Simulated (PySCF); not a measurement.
Exercise with solution: chemical shift, span and skew from a shielding tensor

Cl2GeH4OSi, SMILES Cl[SiH](Cl)[O][GeH3]. Atoms are numbered in the order given.

```xyz
9

Si     1.0565     0.1168    -0.7555
Cl     0.8552     2.1368    -0.3361
Cl     2.1939    -0.7251     0.7545
O     -0.4156    -0.5815    -0.8061
Ge    -1.8286    -0.5970     0.3185
H      1.7487    -0.0532    -2.0436
H     -2.8518     0.4039    -0.2409
H     -2.3529    -2.0398     0.2879
H     -1.3308    -0.1900     1.7165
```

Geometry optimised at B3LYP-D3(BJ)/def2-SVP. This is a generated structure with no PubChem entry under its InChIKey; it may be hypothetical. Other conformers were not sampled.

GIAO shieldings from KT2/pcSseg-1 (PySCF), non-relativistic, no solvent. The symmetric part of the tensor of Si1 has the principal values 349.1, 361.8, 401.3 ppm. The same nucleus in TMS has σ = 361.9 ppm at this level (PySCF, at its B3LYP-D3(BJ)/def2-TZVP geometry). Without spin–orbit terms, shifts of atoms bonded to Cl or Br come out too high.

### Question
Work out the isotropic shielding, the ²⁹Si shift against TMS, the span and the skew.

### Answer

σ(iso) = (σ11 + σ22 + σ33)/3 = 370.7 ppm. δ = σ(ref) − σ(iso) = 361.9 − (370.7) = -8.8 ppm.
Span Ω = σ33 − σ11 = 52.2 ppm. Skew κ = 3(σ(iso) − σ22)/Ω = 0.51. Tumbling in solution averages the tensor to δ; in a static solid the shielding alone would spread this spin-1/2 line over Ω.
